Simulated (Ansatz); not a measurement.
Geometry optimisation, Ansatz 0.2.0, RKS PBE/def2-SVP.

Input file:

```yaml
crystal:
  periodic: [false, false, false]
  atoms:
    - { symbol: Ta, position_ang: [-0.011818, 0.038313, 0.381053] }
    - { symbol: F, position_ang: [2.96644, -0.854593, 0.056081] }
    - { symbol: Cl, position_ang: [1.120872, 1.576629, 1.647874] }
    - { symbol: Cl, position_ang: [0.623098, 0.654891, -1.743474] }
    - { symbol: O, position_ang: [-1.725797, 0.705578, 0.788068] }
    - { symbol: H, position_ang: [-2.581489, 0.236581, 0.716994] }
    - { symbol: Cl, position_ang: [-1.505464, -1.849353, -0.816193] }
    - { symbol: O, position_ang: [0.537572, -1.615449, 1.237649] }
    - { symbol: Al, position_ang: [-0.453466, -3.137885, 0.822458] }
    - { symbol: H, position_ang: [0.554456, -4.16185, 0.089887] }
    - { symbol: H, position_ang: [-1.545668, -3.503758, 1.921244] }
    - { symbol: H, position_ang: [2.666265, -1.483503, 0.677058] }
basis:
  gaussian: { orbitals: def2-SVP }
hamiltonian:
  xc: pbe
relax:
  f_tol: 0.03
  max_steps: 50
```

Launched with:

```bash
$ ansatz run input.yaml --threads 4 --pin off --max-ram 5120MiB --backend cpu --events-out ev --progress --plain --runs-dir out
```

Q: Where does it end, and by what steps?

A: The run converged. After 18 steps the energy has fallen by 0.303 eV; Cl7 moved furthest, 0.70 Å. Joined: Ta1–F2 (3.13 → 2.41 Å).

| step | energy less start (eV) | largest force component (eV/Å) | accepted |
| --- | --- | --- | --- |
| 0 | 0.0000 | 2.090 | yes |
| 1 | -0.1852 | 0.274 | yes |
| 2 | -0.2191 | 0.488 | yes |
| 3 | -0.2080 | 1.396 | no |
| 4 | -0.2470 | 0.387 | yes |
| 5 | -0.2617 | 0.300 | yes |
| 6 | -0.2705 | 0.130 | yes |
| 7 | -0.2781 | 0.141 | yes |
| 8 | -0.2826 | 0.112 | yes |
| 9 | -0.2872 | 0.151 | yes |
| 10 | -0.2907 | 0.151 | yes |
| 11 | -0.2944 | 0.166 | yes |
| 12 | -0.2924 | 0.271 | no |
| 13 | -0.2999 | 0.067 | yes |
| 14 | -0.2964 | 0.589 | no |
| 15 | -0.3015 | 0.039 | yes |
| 16 | -0.3020 | 0.148 | yes |
| 17 | -0.3022 | 0.071 | yes |
| 18 | -0.3027 | 0.020 | yes |

```xyz
12
Properties=species:S:1:pos:R:3
Ta 0.161 0.009 0.340
F 2.361 -0.866 -0.129
Cl 1.255 1.572 1.645
Cl 0.564 0.948 -1.761
O -1.585 0.501 0.772
H -2.402 0.139 1.158
Cl -0.902 -1.978 -1.139
O 0.500 -1.551 1.322
Al -0.394 -3.116 0.823
H 0.664 -4.268 0.509
H -1.737 -3.277 1.675
H 2.161 -1.506 0.564
```

Whether the end is a true minimum wasn't checked by a vibrational analysis.

Run time: 66 s on 4 threads of Arm Neoverse V2 (shared host), peak memory 0.28 GiB.
